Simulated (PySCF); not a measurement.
B97-3 on Rb- (rubidium, charge -1), [Kr] 5s2, closed-shell 1S. Computed with PySCF 2.14 in def2-QZVPPD with the def2 core potential (28 electrons) (7s5p4d3f, 63 functions), with a scalar-relativistic core potential.

```
cycle= 1 E= -24.1118658916141  delta_E= -0.00328  |g|= 0.0154  |ddm|= 0.882
cycle= 2 E= -24.1121031479094  delta_E= -0.000237  |g|= 0.00841  |ddm|= 0.458
cycle= 3 E= -24.112169256771  delta_E= -6.61e-05  |g|= 0.000545  |ddm|= 0.0519
cycle= 4 E= -24.1121708657526  delta_E= -1.61e-06  |g|= 0.000106  |ddm|= 0.056
cycle= 5 E= -24.1121709182066  delta_E= -5.25e-08  |g|= 1.09e-05  |ddm|= 0.0134
cycle= 6 E= -24.112170918682  delta_E= -4.75e-10  |g|= 4.9e-07  |ddm|= 0.000217
converged SCF energy = -24.112170918682  <S^2> = -1.2434498e-14  2S+1 = 1
```

Highest occupied orbital energy: 0.515 eV; ⟨L²⟩ = 0.00; populations by l: s 4.00, p 6.00, d 0.00, f 0.00.

Question: Can this result be used?

Answer: With care. The run converged. Energies and moments cover only the electrons outside the core potential. At B97-3 the highest occupied level has a positive energy, so only the finite basis holds that electron; in a semilocal or global hybrid functional this comes from self-interaction and does not mean that the real anion is unbound.
